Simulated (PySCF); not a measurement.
Predicted microwave data (PBE0/pcSseg-1 in PySCF (dipole) on a GFN2-xTB geometry, gas phase) for one isomer of C5H4F4O2:

- Rotational constants: A = 2579, B = 620.7, C = 570.0 MHz
- Dipole components: |μa| = 0.48 D, |μb| = 0.94 D, |μc| = 0.87 D
- Inertial defect: -123.53 u·Å²
- κ: -0.95

Question: Which candidate fits, each taken in the one conformer that was computed?
A. `[F:1][CH:2]([F:3])[O:4][C:5]1([O:6][CH:7]([F:8])[F:9])[CH:10]=[CH:11]1` with F1–C2–O4–C5 -166°, C2–O4–C5–O6 75°, O4–C5–O6–C7 73°, C5–O6–C7–F8 78°
B. `[O:1]=[C:2]1[C@H:3]([C:4]([F:5])([F:6])[F:7])[O:8][C@@H:9]1[CH2:10][F:11]` with O8–C9–C10–F11 97°
C. `[F:1][C:2]1=[C:3]([O:4][CH:5]([F:6])[F:7])[O:8][CH2:9][C@H:10]1[F:11]` with C2–C3–O4–C5 -174°, C3–O4–C5–F6 -169°
D. `[F:1]/[CH:2]=[CH:3]\[O:4]/[CH:5]=[C:6](/[F:7])[O:8][CH:9]([F:10])[F:11]` with C2–C3–O4–C5 -5°, C3–O4–C5–C6 170°, C5–C6–O8–C9 134°, C6–O8–C9–F10 -77°
E. `[F:1][C@H:2]1[CH:3]=[C:4]([O:5][C:6]([F:7])([F:8])[F:9])[CH2:10][O:11]1` with C3–C4–O5–C6 2°, F1–C2–C3–C4 105°, C3–C4–C10–O11 8°, C4–C10–O11–C2 -16°, F1–C2–O11–C10 -99°

Answer: E. It is F[C@H]1C=C(OC(F)(F)F)CO1, a near-prolate asymmetric top, point group C1. The candidates at the same level (rigid rotor, commonest isotopes):

```tsv
SMILES	A (MHz)	B (MHz)	C (MHz)	μa (D)	μb (D)	μc (D)	Δ (u·Å²)	point group	rotor
O=C1[C@H](C(F)(F)F)O[C@@H]1CF	1872	735.2	643.7	0.22	0.71	0.91	-172.13	C1	asymmetric top
FC(F)OC1(OC(F)F)C=C1	1764	718.0	568.7	0.04	2.03	0.00	-101.74	C2	asymmetric top
FC1=C(OC(F)F)OC[C@H]1F	2272	620.2	535.0	1.01	3.09	0.39	-92.56	C1	near-prolate asymmetric top
F/C=C\O/C=C(/F)OC(F)F	2488	457.8	414.9	1.83	0.03	0.31	-88.99	C1	near-prolate asymmetric top
F[C@H]1C=C(OC(F)(F)F)CO1	2579	620.7	570.0	0.48	0.94	0.87	-123.53	C1	near-prolate asymmetric top
```

`F/C=C\O/C=C(/F)OC(F)F` has C 27 % too low; `O=C1[C@H](C(F)(F)F)O[C@@H]1CF` has A 27 % too low; `FC(F)OC1(OC(F)F)C=C1` has A 32 % too low; `FC1=C(OC(F)F)OC[C@H]1F` has A 12 % too low. No structure here is proved a minimum.
